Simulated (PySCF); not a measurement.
One of the candidates below gave these computed data.

All candidates are C7H6FN.

| technique | computed result |
| --- | --- |
| 1H NMR | chemical shifts (computed TMS as zero) by class: 8.70 (1 H), 8.50 (1 H), 7.93 (1 H), 6.94 (1 H), 6.41 (1 H), 5.86 (1 H) ppm [GIAO PBE0/pcSseg-1] |
| Dipole | 2.21 D [PBE0/pcSseg-1] |
| 13C NMR | chemical shifts (computed TMS as zero) by class: 169.8 (1 C), 151.8 (1 C), 143.9 (1 C), 140.4 (1 C), 138.3 (1 C), 122.6 (1 C), 121.8 (1 C) ppm [GIAO PBE0/pcSseg-1] |
| Rotational structure | rotational constants A, B, C: 2.999, 1.280, 0.897 GHz [GFN2-xTB] |
| NMR, other nuclei | isotropic shieldings of nuclei other than C and H, by class: -101 (1 N), 305 (1 F) ppm [GIAO PBE0/pcSseg-1] |

Gas-phase values; electronic properties from PySCF, density fitting. Levels stand in brackets. Isolated species at its GFN2-xTB geometry (one conformer only). Each NMR value is the plain mean over a class of atoms that symmetry, rotation or inversion makes alike.

Problem. Which candidate is it?
A. `C=C1C[C@H](C#N)/C1=C\F`
B. `C=C1/C(=C\F)C[C@@H]1C#N`
C. `C[C@@]1(F)C=CC(C#N)=C1`
D. `C=C/C(=C\C#N)C(=C)F`
E. `C=Cc1cncc(F)c1`

Solution. E. It is `C=Cc1cncc(F)c1`. Numbering: `[CH2:1]=[CH:2][c:3]1[cH:4][n:5][cH:6][c:7]([F:8])[cH:9]1`. Its formula, C7H6FN, gives 5 degrees of unsaturation: 1 ring and 4 π bonds in the structure found (Kekulé form). 7 carbons fall into 7 classes; from least to most shielded: aromatic C–F carbon [C7] (169.8 ppm), aromatic CH next to a ring nitrogen [C4] (151.8 ppm), aromatic CH next to a ring nitrogen [C6] (143.9 ppm), alkene CH carbon [C2] (140.4 ppm), substituted aromatic carbon [C3] (138.3 ppm), terminal =CH2 carbon [C1] (122.6 ppm), aromatic CH carbon [C9] (121.8 ppm). Hydrogen classes from least to most shielded: 1 H on an aromatic CH next to a ring nitrogen, C6 (8.70 ppm), 1 H on an aromatic CH next to a ring nitrogen, C4 (8.50 ppm), 1 H on an aromatic CH carbon, C9 (7.93 ppm), 1 H on an alkene CH carbon, C2 (6.94 ppm), 1 H on a terminal =CH2 carbon, C1 (6.41 ppm), 1 H on a terminal =CH2 carbon, C1 (5.86 ppm). The other shieldings belong to: -101 ppm, pyridine-type nitrogen [N5]; 305 ppm, aryl fluorine [F8]. The optimised geometry has point group Cs and is an asymmetric top.

The others, at the same levels:
- `C=C1C[C@H](C#N)/C1=C\F` fails: its computed 13C shifts are 156.4 (1 C), 147.3 (1 C), 126.0 (1 C), 124.2 (1 C), 113.9 (1 C), 36.2 (1 C), 22.7 (1 C) ppm, 1H shifts are 7.51 (1 H), 5.67 (1 H), 5.33 (1 H), 3.52 (1 H), 3.05 (1 H), 2.95 (1 H) ppm and rotational constant A is 1.931 GHz (against 2.999 GHz).
- `C=C/C(=C\C#N)C(=C)F` fails: its computed 13C shifts are 171.4 (1 C), 158.1 (1 C), 141.4 (1 C), 134.3 (1 C), 121.5 (1 C), 107.6 (1 C), 102.2 (1 C) ppm, 1H shifts are 7.39 (1 H), 6.22 (1 H), 6.10 (1 H), 5.61 (1 H), 5.54 (1 H), 5.31 (1 H) ppm and rotational constant A is 2.492 GHz (against 2.999 GHz).
- `C=C1/C(=C\F)C[C@@H]1C#N` fails: its computed 13C shifts are 155.7 (1 C), 145.7 (1 C), 125.1 (1 C), 124.6 (1 C), 123.3 (1 C), 29.8 (1 C), 26.6 (1 C) ppm, 1H shifts are 6.87 (1 H), 6.09 (1 H), 5.86 (1 H), 3.35 (1 H), 3.03 (1 H), 2.94 (1 H) ppm and rotational constant A is 3.468 GHz (against 2.999 GHz).
- `C[C@@]1(F)C=CC(C#N)=C1` fails: its computed 13C shifts are 163.6 (1 C), 151.3 (1 C), 137.6 (1 C), 123.2 (1 C), 120.0 (1 C), 106.5 (1 C), 23.3 (1 C) ppm, 1H shifts are 7.14 (1 H), 6.67 (1 H), 6.28 (1 H), 1.62 (3 H) ppm and rotational constant A is 3.920 GHz (against 2.999 GHz).

Each candidate is one conformer, not necessarily the lowest. Dipoles, sizes and rotational constants follow the conformer. The torsions of the flexible species, by atom-mapped SMILES:
- `[CH2:1]=[CH:2][c:3]1[cH:4][n:5][cH:6][c:7]([F:8])[cH:9]1`: C1–C2–C3–C4 180°
- `[CH2:1]=[CH:2]/[C:3](=[CH:4]\[C:5]#[N:6])[C:7](=[CH2:8])[F:9]`: C1–C2–C3–C4 -151°, C2–C3–C7–C8 28°
